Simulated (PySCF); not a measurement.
# Electron correlation in Ti²⁺ (titanium, charge +2)

[Ar] 3d2, high-spin 3F determinant. Computed with PySCF 2.14 in ANO-RCC-VTZP (6s5p3d2f1g, 59 functions), with scalar relativity by spin-free X2C-1e. Frozen: [Ar]; 2 electrons correlated.

With two correlated electrons CCSD is exact within the correlated space (frozen core and kept virtual orbitals).

```json
{"level": "CCSD", "correlation energy (mhartree)": "-5.65"}
```

Diagnostics: T1 = 0.0019, D1 = 0.0027, largest double amplitude 0.019.

Problem. Is a single reference adequate?

Solution. Yes: T1 lies below 0.03 and no double amplitude reaches 0.07.
